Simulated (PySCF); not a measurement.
# Static response to an electric field

C₆H₁₂P (charge +1).
Structure used (GFN2-xTB), in Å, numbered top down from 1:
```
atom  x, y, z in Å
C1     2.466    0.171    0.529
C2     1.917   -0.601   -0.671
C3     0.477   -0.805   -0.540
C4    -0.574   -1.629   -0.581
P5    -1.055    0.011   -0.073
C6    -1.499    0.268    1.671
C7    -1.974    1.043   -1.256
H8     2.334   -0.399    1.445
H9     1.955    1.128    0.634
H10    3.527    0.360    0.395
H11    2.408   -1.573   -0.766
H12    2.112   -0.032   -1.585
H13   -0.853   -2.638   -0.796
H14   -0.900   -0.395    2.295
H15   -1.311    1.305    1.950
H16   -2.558    0.048    1.814
H17   -1.667    0.790   -2.270
H18   -1.769    2.096   -1.061
H19   -3.044    0.863   -1.142
```

Level: CAM-B3LYP/def2-SVPD (PySCF), static field, nuclei fixed, core orbitals frozen in the response. The polarisability tensor in these axes (au):

```
x   98.37 -6.54 -1.58
y   -6.54 81.78  3.17
z   -1.58  3.17 80.04
```

**Question.** Give the principal values, the mean and the anisotropy Δα = √{½[(α1 − α2)² + (α2 − α3)² + (α1 − α3)²]}.

**Answer.** Principal values 77.16, 82.08 and 100.95 au; mean 86.73 au = 12.85 Å³ = 14.30 × 10⁻⁴⁰ C²·m²/J; Δα = 21.75 au (25 % of the mean).

**Question.** What depolarisation ratio follows for Rayleigh scattering of linearly polarised light, taking the static tensor?

**Answer.** ρ = 3Δα²/(45ᾱ² + 4Δα²) = 1419.3/(338483 + 1892.4) = 0.00417.

**Question.** In TDDFT the mean static polarisability is Σ f/ω² over all singlet excitations (ω in hartree). How much of it do the 8 lowest give? Their energies (eV) and oscillator strengths: 6.31, 0.0052; 6.95, 0.0050; 6.99, 0.1264; 7.37, 0.0032; 7.82, 0.2252; 8.20, 0.0505; 8.44, 0.0217; 8.57, 0.0443.

**Answer.** They add up to 6.09 au, 7.0 % of the 86.73 au; the largest single term is 2.73 au, from the state at 7.82 eV. Terms in order: 0.10, 0.08, 1.91, 0.04, 2.73, 0.56, 0.23, 0.45 au. Higher excitations give the rest. The strengths listed sum to 0.482.

**Question.** Traceless (Buckingham) quadrupole moment about the centre of nuclear charge: eigenvalues?

**Answer.** -5.76, -4.69, 10.45 D·Å. The values depend on the origin, since the species is charged. The electronic extent ⟨r²⟩ about the same centre is 1078 bohr², a root-mean-square distance of 2.21 Å for the 62 electrons.

Geometry: GFN2-xTB, one conformer, isolated ion.
